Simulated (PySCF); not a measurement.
# Cl⁺ (chlorine, charge +1) across methods

[Ne] 3s1 3p4 4s1, high-spin 5P determinant (an excited configuration). Computed with PySCF 2.14 in aug-cc-pV(D+d)Z (5s4p3d, 32 functions), with the non-relativistic Hamiltonian (point nucleus).

```
   method  E (hartree)  mean ε 3p α (eV)  mean ε 3p β (eV)  mean ε 4s α (eV)  Σ⟨r²⟩ (bohr²)   ⟨S²⟩
  r2SCAN0    -458.6821           -28.871           -24.183            -8.777          33.85  6.003
     MN15    -458.6077           -28.861           -25.320            -8.879          33.31  6.001
     PW91    -458.7014           -26.517           -22.959            -8.226          33.44  6.001
      UHF   -458.10334           -33.255           -26.139           -10.018          34.12  6.004
     PBE0    -458.5605           -28.361           -24.106            -8.740          33.65  6.001
BHandHLYP    -458.7069           -29.902           -25.328            -9.082          33.74  6.002
      PBE    -458.5296           -26.466           -22.902            -8.181          33.50  6.001
   r2SCAN    -458.6868           -27.206           -23.041            -8.234          33.81  6.003
      LDA    -457.2063           -26.435           -22.871            -8.323          33.43  6.001
```

The outer electron is Rydberg-like, and this basis confines it to a smaller radius and binds it less than a complete one would.
